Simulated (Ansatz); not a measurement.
Consider the ligand exchange at a Ga–C bond: `[CH3][GaH][CH2]F` + H–F → `[CH3][GaH][F]` + `CF`.

Isolated molecules relaxed with PBE0-D4/def2-TZVP in Ansatz; ΔE leaves out vibrations. CBS: MP2 limit from def2 TZ/QZ plus the TZ coupled-cluster correction, frozen cores. This one scheme is used for every species. DFT in def2-TZVPP. For Ga outer-core shells are correlated without core-valence functions, which leaves a few kJ/mol of doubt a bond. Scalar relativity is left out up to krypton. One conformer a species, not always the lowest.

Problem. Is it downhill or uphill in electronic energy at CCSD(T)/CBS, and by how much? (Estimate.)

Solution. The calculation gave: Downhill: ΔE = -127.7 kJ/mol.

Problem. What do these levels give: PBE, r2SCAN, HF/def2-TZVPP, SCS-MP2/def2-TZVPP, HF/def2-QZVPP, SCS-MP2/def2-QZVPP? (Estimate.)

Solution. The calculation gave: PBE -131.7, r2SCAN -139.8, HF/def2-TZVPP -159.0, SCS-MP2/def2-TZVPP -139.7, HF/def2-QZVPP -160.9, SCS-MP2/def2-QZVPP -137.9 kJ/mol.

Largest T1 diagnostic among the species: 0.013.

In def2-TZVPP, CCSD(T) changes the Hartree–Fock value by +26.4 kJ/mol (the triples alone add +2.2 kJ/mol) and MP2 by +25.7 kJ/mol. The D4 term adds +6.2 kJ/mol with B3LYP and +3.4 kJ/mol with PBE0; it sums over pairs of atoms, weighted by their polarisabilities, and B3LYP, whose exchange is more repulsive, gets the larger term.

B3LYP here is the variant with VWN-RPA as its local correlation; programs differ in this.
